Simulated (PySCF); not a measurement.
**Ga(2+): ionisation energy**

Ga(2+) [Ar] 3d10 4s1 (2S) → Ga(3+) [Ar] 3d10 (1S), as a difference of total energies. Calculation: PySCF 2.14, in cc-pVTZ-PP with ECP10MDF (5s4p3d1f, 39 functions); a scalar-relativistic core potential. The calculations carry no spin-orbit coupling.

```csv
method,ionisation energy (eV)
UHF,29.631
MN15,30.192
r2SCAN,31.299
```

Q: Which method comes closest to the reference value, and which is furthest?

A: The reference is 30.726 eV (measured; NIST Atomic Spectra Database, ionization energies). Closest: MN15 (error -0.534 eV); furthest: UHF (error -1.095 eV).
